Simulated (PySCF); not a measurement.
## The third ionisation energy along the third row

Calculated with PySCF 2.14 from differences of total energies of unrestricted determinants, without spin-orbit coupling. Values in eV. The last column holds reference values (NIST; (s) semi-empirical, (t) theoretical, else measured). Unmarked ones compare directly (S terms, centres of terms, or small fine structure); those marked * lie between the lowest fine-structure levels and include a spin-orbit shift.

```tsv
element	configurations	CCSD (valence)	CCSD(T) (valence)	LDA	PBE	r2SCAN	MP2 (valence and next inner shell)	reference
Al (dyall-acv3z, non-relativistic)	[Ne] 3s1 → [Ne]	n/a	n/a	28.819	28.821	28.380	28.364	28.448
Si (dyall-acv3z, non-relativistic)	[Ne] 3s2 → [Ne] 3s1	33.193	33.193	33.521	33.381	32.870	33.138	33.493
P (dyall-acv3z, non-relativistic)	[Ne] 3s2 3p1 → [Ne] 3s2	30.018	30.048	30.207	30.244	30.372	29.945	30.203 *
S (dyall-acv3z, non-relativistic)	[Ne] 3s2 3p2 → [Ne] 3s2 3p1	34.694	34.728	34.880	34.833	35.029	34.713	34.86 ± 0.04 (s) *
Cl (dyall-acv3z, non-relativistic)	[Ne] 3s2 3p3 → [Ne] 3s2 3p2	39.554	39.592	39.670	39.577	39.838	39.689	39.8 ± 0.11 (s) *
Ar (dyall-acv3z, non-relativistic)	[Ne] 3s2 3p4 → [Ne] 3s2 3p3	40.350	40.379	40.858	40.724	40.695	40.298	40.735 ± 0.012 (s) *
```

"Valence" correlates the outer s and p shells and, in groups 3 to 12 and the f block, the outer d or f shell, open or full, or the next shell where the ion has no valence electron left; the wider scheme adds the next inner shell.
